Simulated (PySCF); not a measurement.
C₂H₆N₂OSi. Atoms are numbered in the order given.

```xyz
12

C     -2.4340     0.8946    -0.1857
N     -1.7743    -0.1529     0.5758
Si    -0.4310    -1.0727     0.0274
N      1.0582    -0.1791    -0.0810
C      2.0437     0.4986    -0.1546
O      3.0114     1.1591    -0.2256
H     -3.5120     0.9382     0.0452
H     -2.0107     1.9032    -0.0142
H     -2.3440     0.6833    -1.2635
H     -1.9163    -0.0822     1.5792
H     -0.2088    -2.1710     1.0004
H     -0.7097    -1.5609    -1.3471
```
Charge 0, spin multiplicity 1.

Geometry optimised at B3LYP-D3(BJ)/def2-SVP. The structure was generated by enumeration, and PubChem lists no compound with its InChIKey, so it may never have been made. Other conformers were not sampled.

These are CAM-B3LYP/def2-TZVP (PySCF) values and carry that method's errors.

ESP charges are fitted to the potential on shells at 1.4 to 2.0 van der Waals radii. Atomic charges (e):

```json
[
 {"atom": "C1", "ESP fit": "-0.22", "IAO": "-0.29", "Löwdin": "-0.35"},
 {"atom": "N2", "ESP fit": "-0.50", "IAO": "-0.69", "Löwdin": "-0.12"},
 {"atom": "Si3", "ESP fit": "0.26", "IAO": "…", "Löwdin": "0.16"},
 {"atom": "N4", "ESP fit": "-0.30", "IAO": "-0.61", "Löwdin": "0.06"},
 {"atom": "C5", "ESP fit": "0.53", "IAO": "0.55", "Löwdin": "-0.34"},
 {"atom": "O6", "ESP fit": "-0.39", "IAO": "…", "Löwdin": "0.16"},
 {"atom": "H7", "ESP fit": "0.10", "IAO": "0.14", "Löwdin": "0.11"},
 {"atom": "H8", "ESP fit": "0.11", "IAO": "0.13", "Löwdin": "0.11"},
 {"atom": "H9", "ESP fit": "0.14", "IAO": "0.14", "Löwdin": "0.12"},
 {"atom": "H10", "ESP fit": "0.34", "IAO": "…", "Löwdin": "0.17"},
 {"atom": "H11", "ESP fit": "-0.04", "IAO": "…", "Löwdin": "-0.03"},
 {"atom": "H12", "ESP fit": "-0.02", "IAO": "…", "Löwdin": "-0.03"}
]
```

**Question.** Some entries are withheld; supply them. (Estimate from the structure and the level; the computed values follow.)

**Answer.** 
- Si3, IAO: 1.06
- O6, IAO: -0.40
- H10, IAO: 0.26
- H11, IAO: -0.15
- H12, IAO: -0.15

Computed Mayer and Wiberg (Löwdin basis) orders of the bonds:
```json
[
 {"bond": "C1–N2", "Mayer": "0.94", "Wiberg": "1.41"},
 {"bond": "N2–Si3", "Mayer": "1.23", "Wiberg": "1.46"},
 {"bond": "Si3–N4", "Mayer": "0.98", "Wiberg": "1.27"},
 {"bond": "N4–C5", "Mayer": "2.11", "Wiberg": "2.52"},
 {"bond": "C5–O6", "Mayer": "2.10", "Wiberg": "2.82"},
 {"bond": "C1–H7", "Mayer": "0.97", "Wiberg": "0.93"},
 {"bond": "C1–H8", "Mayer": "0.97", "Wiberg": "0.93"},
 {"bond": "C1–H9", "Mayer": "0.97", "Wiberg": "0.92"},
 {"bond": "N2–H10", "Mayer": "0.92", "Wiberg": "0.89"},
 {"bond": "Si3–H11", "Mayer": "0.96", "Wiberg": "0.92"},
 {"bond": "Si3–H12", "Mayer": "0.96", "Wiberg": "0.92"}
]
```
